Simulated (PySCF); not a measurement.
## Structure from 2D NMR

Compound of formula C₅H₈F₃NSi. Correlations simulated from computed shifts and the bond graph:

HSQC (one-bond C–H):
```
  δH   δC
0.28  2.3
```

HMBC (two and three bonds, from the bond graph):
```
  δH          δC
0.28  103.0, 2.3
```

Carbons without hydrogens: δ 123.2, 103.0, 94.9.

Theory: GFN2-xTB geometry, shieldings: GIAO PBE0/pcSseg-1, in PySCF (no relativistic terms, fast rotation and ring inversion assumed for equivalent nuclei, isolated molecule, one computed conformer).

References, each an isolated molecule treated in the same way: TMS for ¹H (σref 31.72) and ¹³C (σref 186.93).

Exchangeable hydrogens are left out of these lists.

Which molecule is this?

## Answers

SMILES C[Si](C)(N)C#CC(F)(F)F.

Atoms are numbered as in `[CH3:1][Si:2]([CH3:3])([NH2:4])[C:5]#[C:6][C:7]([F:8])([F:9])[F:10]`; H(Xn) means a hydrogen on atom n.

δC 123.2 is C7, a CF3 carbon. δC 103.0 is C5, an alkyne carbon. δC 94.9 is C6, an alkyne carbon. δC 2.3 is C1/C3, a methyl carbon bonded to Si (δH 0.28). HMBC from δH 0.28 reaches the proton-free carbon C5.

This is the structure that produced the data.

OH and NH positions are those of a molecule without intermolecular hydrogen bonds; in solution they move with solvent, concentration and temperature, and exchange usually removes their couplings. Shifts are as computed. Against solution values, carbons near 30 ppm lie about +3 ppm off and those near 130 ppm about +5 ppm. Of 1211 compounds with measured shifts, 218 miss one by over three times the rms of a fit or turn the order of signals round; such compounds aren't used in these exercises.
